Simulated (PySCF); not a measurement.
# Spinor energies of Cr³⁺ (chromium, charge +3)

Start: [Ar] 3d3; 3d3/2 filled at m_j = -1/2, +1/2, +3/2. Calculated with PySCF 2.14 in x2c-QZVPPall-2c (11s9p5d3f2g, 102 functions): generalised Hartree-Fock with the X2C-1e Hamiltonian and a Gaussian nucleus; one run each with spin-orbit coupling (SO) switched off, then screened by Boettger's factors.

```tsv
spinor shell	electrons	ε, spin-free (eV)	ε, screened SO (eV)	weight of nominal j (screened SO)	rms radius, screened SO (bohr)
1s1/2	2	-6083.6	-6083.5	1.000	0.0734
2s1/2	2	-765.50	-765.46	1.000	0.316
2p1/2	2	-646.68	-653.15	0.982	0.286
2p3/2	4	-646.68	-643.48	0.991	0.288
3s1/2	2	-131.63	-131.62	1.000	0.952
3p1/2	2	-96.030	-98.089	0.655	1.02
3p3/2	4	-96.030	-94.995	0.828	1.02
3d3/2	3	-50.194	-50.208	0.613	1.20
```

```
   quantity    spin-free  screened SO
E (hartree)  -1047.79708  -1047.81131
        M_J          3/2          3/2
       ⟨J²⟩        6.756        6.661
       ⟨L²⟩       12.005       12.003
       ⟨S²⟩        3.751        3.750
```

The determinant has a definite M_J but mixes levels of different J.

Each row is a mean over spinors that exchange with the open shell spreads, by up to 11.035 eV (3p1/2).

Rows whose weight is well below 1 are mixtures of j = l ± 1/2: exchange outweighs spin-orbit coupling there, and the label is only the starting occupation.

Without spin-orbit coupling the j labels of p, d and f shells carry no meaning; the spin-free column gives the mean over the occupied spinors of each nl shell, and its ⟨J²⟩ belongs to a mixture of degenerate components.
